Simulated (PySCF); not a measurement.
# A survey of ¹⁷O NMR shifts

PySCF 2.14.0 with density-fitted response routines calculation with shielding tensors at PBE0/pcSseg-1 (GIAO) and GFN2-xTB geometry; one averaged value for each set of equivalent atoms, a single conformation, no solvent, non-relativistic.

Shieldings were converted by a linear fit to measured shifts: ¹⁷O: δ = 266.70 − 0.911σ (rms 10.7 ppm, 155 shifts, 12.2 ppm with the 3 outliers that the fit left out vs liquid water, solution or neat liquid). A few per cent of atoms miss by over 2 rms, more outside the fitted compound classes.

(1) Give the ¹⁷O shifts of `F[SiH2]O[SiH2]O[SiH3]`, `CC1=C(F)OC(F)=CC1`.

(2) Order these by ¹⁷O shift, lowest first.
A. C[SiH2]O[Si@H](C)CF
B. C#C[Si@@H](C=C)C(=C)O[SiH3]
C. C#C/C(Cl)=C(/CCF)OC(F)F

## Answers

(1) 
```
                               compound                environment  δ (ppm)
[F:1][SiH2:2][O:3][SiH2:4][O:5][SiH3:6]  O3: oxygen bonded to 2 Si     49.6
[F:1][SiH2:2][O:3][SiH2:4][O:5][SiH3:6]  O5: oxygen bonded to 2 Si     -2.2
                      CC1=C(F)OC(F)=CC1               ether oxygen    121.6
```

(2) A (-9.6 ppm, oxygen bonded to 2 Si), B (51.6 ppm, oxygen bonded to C, Si), C (132.3 ppm, ether oxygen).
